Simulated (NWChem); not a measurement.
Molecule: SbH3O3; SMILES [OH][Sb]([OH])[OH]

```xyz
7

Sb     0.0366    -0.0680     0.3733
O     -0.0091    -1.6605    -0.7992
H      0.0930    -1.4229    -1.7312
O     -1.3975     0.9736    -0.5360
H     -2.2847     0.6188    -0.4032
O      1.3419     1.0263    -0.6204
H      0.8456     1.5593    -1.2598
```
Atoms are numbered in this order, from 1.

Structure relaxed at the PBE0/def2-SVP level. def2 effective core potentials on Sb; no spin-orbit coupling.

Q: List the 4 lowest vertical singlet excitations from PBE/def2-SVP with def2 effective core potentials on Sb, TDA (NWChem).

A: 
```tsv
state	energy (eV)	oscillator strength	leading excitation (squared amplitude)
S1	5.28	0.012	HOMO → LUMO (0.73)
S2	5.36	0.010	HOMO−1 → LUMO (0.87)
S3	5.80	0.007	HOMO−1 → LUMO+1 (0.42)
S4	5.85	0.010	HOMO → LUMO+1 (0.46)
```
